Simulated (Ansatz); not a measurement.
Isolated molecules relaxed with PBE0-D4/def2-TZVP in Ansatz; ΔE leaves out vibrations. CCSD(T)/CBS adds triple-zeta CCSD(T) − MP2 to the extrapolated MP2 energy (def2 sets, frozen cores). DFT in def2-TZVPP. For Ge outer-core shells are correlated without core-valence functions, which leaves a few kJ/mol of doubt a bond. Scalar relativity is left out up to krypton. One conformer a species, not always the lowest.

Reaction (ligand exchange at the Si–C bond): `Cl[SiH](Cl)C[CH2][GeH3]` + `[OH][GeH3]` → `Cl[SiH](Cl)[O][GeH3]` + `C[CH2][GeH3]`

(1) Is it downhill or uphill in electronic energy at CCSD(T)/CBS, and by how much? (Estimate.)

(2) What do these levels give: r2SCAN-D4, CAM-B3LYP-D4, ωB97M-V, r2SCAN, r2SCANh, BHLYP, HF/def2-TZVPP, MP2/def2-TZVPP, SCS-MP2/def2-TZVPP, CCSD(T)/def2-TZVPP, SCS-MP2/def2-QZVPP, HF/CBS(def2)? (An estimate is asked.)

Largest T1 diagnostic among the species: 0.011.

## Answers

(1) Ansatz gave: Downhill: ΔE = -31.1 kcal/mol.

(2) Ansatz gave: r2SCAN-D4 -31.2, CAM-B3LYP-D4 -32.6, ωB97M-V -30.8, r2SCAN -31.5, r2SCANh -31.7, BHLYP -34.7, HF/def2-TZVPP -37.6, MP2/def2-TZVPP -31.1, SCS-MP2/def2-TZVPP -32.3, CCSD(T)/def2-TZVPP -31.2, SCS-MP2/def2-QZVPP -32.4, HF/CBS(def2) -38.1 kcal/mol.

The D4 term adds +1.3 kcal/mol with B3LYP and +0.8 kcal/mol with PBE0; it sums over pairs of atoms, weighted by their polarisabilities, and B3LYP, whose exchange is more repulsive, gets the larger term. In def2-TZVPP, CCSD(T) changes the Hartree–Fock value by +6.4 kcal/mol (the triples alone add +0.9 kcal/mol) and MP2 by +6.5 kcal/mol.

B3LYP here is the variant with VWN-RPA as its local correlation; programs differ in this.
